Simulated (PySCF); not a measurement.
# One molecule, several mistakes: BGeH5NO cation

Calculated results; nothing here was measured. The program is PySCF 2.14.0, an open-source quantum chemistry code, run on an isolated molecule that a program drew, which may never have been made. The molecule is BGeH5NO cation (charge +1, singlet), drawn as the SMILES string `B[O][GeH+][NH2]`.

Each row is a Hartree-Fock (HF) and frozen-core CCSD(T) single point in the cc-pVDZ basis, meant for a local HF minimum. Run 1 is clean. Each other run has one planted mistake out of seven kinds, and not every kind appears here: one electron removed, one electron added, multiplicity raised by two, geometry at a saddle point, minimal basis STO-3G, one bond length entered in bohr, all coordinates scaled. The reference is restricted for singlets and unrestricted otherwise, and also for a bond in bohr. Adding or removing an electron swaps singlet and doublet. Electrons count all cores. HOMO and LUMO are orbital energies over both spins, the gradient is its largest component, and the lowest frequency (negative if imaginary) is given only where the gradient is small. Bond lengths are over the 8 bonds as drawn. T1 is the CCSD diagnostic: over 0.02 (restricted) or 0.045 (unrestricted) a single reference is doubtful. Germanium has the cc-pVDZ-PP basis, with a core potential (ECP10MDF) in place of its 10 inner electrons, and its 3s, 3p and 3d shells are frozen in CCSD(T).

Geometry of the clean run:
```xyz
9
BGeH5NO cation, angstrom
B    -1.2001    2.0807    0.7271
O     0.0137    1.7860    0.1024
Ge    0.6340    2.2980   -1.4023
N     2.1941    1.6713   -1.7605
H    -1.9698    2.8043    0.1639
H    -1.3838    1.5842    1.7892
H    -0.1337    3.2129   -2.3117
H     2.6924    1.8804   -2.6079
H     2.6825    1.0590   -1.1282
```

```
run  electrons  basis functions  <S^2>  HOMO (eV)  LUMO (eV)  gradient (hartree/bohr)  lowest frequency (cm^-1)  mean bond (Å)  longest bond (Å)      T1  HF (hartree)  CCSD(T) (hartree)                 mistake
  1         56               90  0.000     -17.05      -4.00                  1.1e-05                        86         1.3398             1.719  0.0170    -450.08644         -450.65162                no fault
  2         56               90  0.000     -17.18      -3.84                  2.8e-02                         -         1.2983             1.666  0.0153    -450.07615         -450.63265  all coordinates scaled
  3         57               90  0.770      -5.39       3.07                  6.0e-02                         -         1.3398             1.719  0.0206    -450.25817         -450.83387                       ?
  4         56               90  2.017     -10.96      -7.08                  5.3e-02                         -         1.3398             1.719  0.0532    -449.86412         -450.44035                       ?
```

**Which mistake was planted in run 3, and what did it cost?**

It counts 57 electrons, one more than the clean run, at the same geometry and basis. So the mistake is: one electron added. Subtracting run 1 and multiplying by 627.51 kcal/mol a hartree, the energy moved by -107.8 kcal/mol in HF and -114.4 kcal/mol in CCSD(T).

**Which mistake was planted in run 4, and what did it cost?**

Electrons, basis and geometry are unchanged, and <S^2> is 2.017, beside S(S+1) = 2.00 for a multiplicity of 3. So the mistake is: multiplicity raised by two. Subtracting run 1 and multiplying by 627.51 kcal/mol a hartree, the energy moved by 139.5 kcal/mol in HF and 132.6 kcal/mol in CCSD(T).

Cautions from the logs. Run 4: T1 is over the limit, so its CCSD(T) energy is less reliable.
